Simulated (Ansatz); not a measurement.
Molecule: CH2NO, charge -1, multiplicity 1. It need not be the lowest isomer of its formula. Whether it binds its extra electron was not tested at this geometry. SMILES: [C-](=O)N
Coordinates optimised at B3LYP-D3(BJ)/def2-TZVP (Ansatz, an electronic-structure program):
```
N
H 1 1.0119
H 1 1.0310 2 113.63
C 1 1.4475 2 113.54 3 -133.11
O 4 1.2397 1 112.70 2 153.01
```
Charge -1, spin multiplicity 1.

Task: Give the harmonic wavenumbers at B3LYP-D3(BJ)/def2-TZVP (Ansatz, finite differences of forces, unscaled).

Result: 455, 545, 619, 839, 1108, 1536, 1565, 3212, 3545 cm⁻¹. Zero-point energy 19.2 kcal/mol.

Task: From these and the geometry, give the ideal-gas thermochemistry at 298.15 K and 1 atm (rigid rotor, harmonic oscillator).

Result: Point group C1, rotational symmetry number 1. Rotational constants 79.17, 11.81, 10.38 GHz. S(trans) 37.27, S(rot) 21.03, S(vib) 2.01, S(elec, spin only) 0.00, S 60.3 cal/(mol K). H(298) - H(0) 2.81 kcal/mol; G - E(el) 4.0 kcal/mol.
